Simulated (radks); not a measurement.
Task: The mean radii <r> (bohr) of the occupied orbitals of an atom or ion are listed with their occupations. Method: scalar-relativistic Kohn-Sham, PBE, spin-polarised, spherical densities, finite nucleus; Fermi nuclear charge, rms radius of each element as measured or else 0.836 A^(1/3) + 0.57 fm; computed with a radial shooting solver on a logarithmic mesh with Libxc functionals.

orbital  occ.      <r>
1s up       1  0.02271
1s down     1  0.02269
2s up       1  0.09417
2s down     1  0.09431
2p up       3  0.08235
2p down     1  0.08252

Name the element and its charge. Open shells, if any, are filled with parallel spins first.

Result: Z = 62, samarium, charge +54: Sm54+ in [He] 2s2 2p4. The 1s radius gives Z: for a bare nucleus <r> = (2 gamma + 1)/(2Z) with gamma = sqrt(1 - (Z/c)^2), 0.02245 bohr for Z = 62, and screening makes it slightly larger (0.02271 here). The occupations add up to 8, and the charge is Z minus that.
